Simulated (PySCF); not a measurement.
## Levels of Kr¹⁷⁺ from EOM-EA-GCCSD

Reference: closed-shell Kr¹⁸⁺, [Ar]; one electron is added. Calculated with PySCF 2.14, two-component X2C-1e with screened spin-orbit coupling, an uncontracted even-tempered set (19 s from 0.6 bohr⁻², ratio 2.6; 14 p from 0.78 bohr⁻², ratio 2.6; 6 d from 0.8 bohr⁻², ratio 2.8; 3 f from 18 bohr⁻², ratio 2.8); frozen [Ne]; the 64 highest virtual spinors dropped; of the others 50 kept and the rest restored at second order. No Breit or QED terms. Binding energies in eV.

```json
{"level": "3d3/2", "Koopmans": "638.23", "second order": "639.70", "EOM-CCSD": "639.47"}
{"level": "3d5/2", "Koopmans": "636.30", "second order": "637.75", "EOM-CCSD": "637.52"}
```

For comparison, the ionisation energy of Kr¹⁷⁺ is 640 ± 3 eV (theoretical estimate listed by NIST; NIST Atomic Spectra Database, ionization energies).

Only part of the computed levels is shown.
